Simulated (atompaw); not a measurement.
**What one change does to a pseudopotential (Fe (Z = 26), PAW (atompaw))**

- Element: iron
- Generator: atompaw 4.2.0.5
- Type: PAW
- Functional: PBEsol
- Relativity: scalar-relativistic
- Frozen core: [Ne]
- Valence charge: 16
- Reference configuration: 3s2 3p6 3d6 4s0 4p0 (charge +2)
- Partial waves: 3s (bound): rc 0.90 bohr; 4s (bound, empty): rc 1.90 bohr; 3p (bound): rc 1.20 bohr; 4p (bound, empty): rc 1.35 bohr; 3d (bound): rc 1.90 bohr; 3d channel at -0.85 Ry: rc 1.90 bohr
- Local potential: troulliermartins scheme with l = 3 at 0 Ry, radius 1.85 bohr
- Core correction: smooth core density matched at 1.40 bohr
- Augmentation charge: sinc compensation charge, radius 1.90 bohr; PAW radius 1.90 bohr; waves and projectors: custom polynom2 7 10 vanderbiltortho

All-electron outer shells of the reference configuration (PBEsol, scalar-relativistic, ld1.x):

```tsv
shell	level (eV)	outermost node (bohr)	outermost maximum (bohr)
2p	-716.15	–	0.18
3s	-112.17	0.33	0.70
3p	-78.35	0.30	0.72
3d	-25.68	–	0.71
4s	-19.99	1.00	2.15
4p	-14.08	1.08	2.60
```

Change: local potential troulliermartins scheme with l = 3 at 0 Ry, radius 0.78 bohr.

Cutoffs: the cutoffs (Ry, on a coarse ladder) from which the occupation-weighted sum of valence levels, in a spherical-Bessel basis at the reference potential, stays within 10 and 1 mRy of its value at 400 Ry; they do not see the model core or the augmentation charge, which bear on the density cutoff.

Question: What does the change do?

Answer: The range in which the d phases agree widens (upper end 1.6 → at the end of the scan); neither file shows a bound ghost.

```tsv
quantity	base	changed
cutoff, loose	300 Ry	300 Ry
cutoff, tight	over 300 Ry	over 300 Ry
loose cutoff by channel (10 mRy a level)	s 30 Ry, p 160 Ry, d 18 Ry	s 30 Ry, p 55 Ry, d 21 Ry
bound ghosts	none	none
s: phases at 1.92 bohr within 0.05 rad from the reference energy up to (Ry; the scan ends near 5)	-0.8	0.0
p: phases at 1.92 bohr within 0.05 rad from the reference energy up to (Ry; the scan ends near 5)	to the end of the scan	to the end of the scan
d: phases at 1.92 bohr within 0.05 rad from the reference energy up to (Ry; the scan ends near 5)	1.6	to the end of the scan
lowest overlap eigenvalue by channel	s 0.53, p 0.74, d 0.94	s 0.55, p 0.72, d 0.93
```

 The cutoffs see the waves, projectors and local potential, not the compensation charge or the core.
